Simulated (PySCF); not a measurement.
This script is equivalent to a calculation on He⁺ (helium, charge +1).

```python
from pyscf import gto, scf, dft, mp, cc
import basis_set_exchange as bse
mol = gto.M(atom="He 0 0 0", charge=1, spin=1, symmetry="D2h",
            basis=gto.basis.parse(bse.get_basis("dyall-acv3z", elements=["He"], fmt="nwchem")),
            nucmod="G")
mf = dft.UKS(mol, xc="HSE06").sfx2c1e()
mf.irrep_nelec = {'Ag': (1, 0)}
mf.kernel()
```

Task: What total energy does it give?

Result: -1.997 hartree (calculated).

Task: Which occupied shell lies highest, and where?

Result: 1s α, at -44.765 eV.

Task: What is ⟨S²⟩, and what would a pure spin state give?

Result: 0.750, against 0.75.

For one electron the Hartree and exchange-correlation energies should cancel; what remains is the self-interaction error.
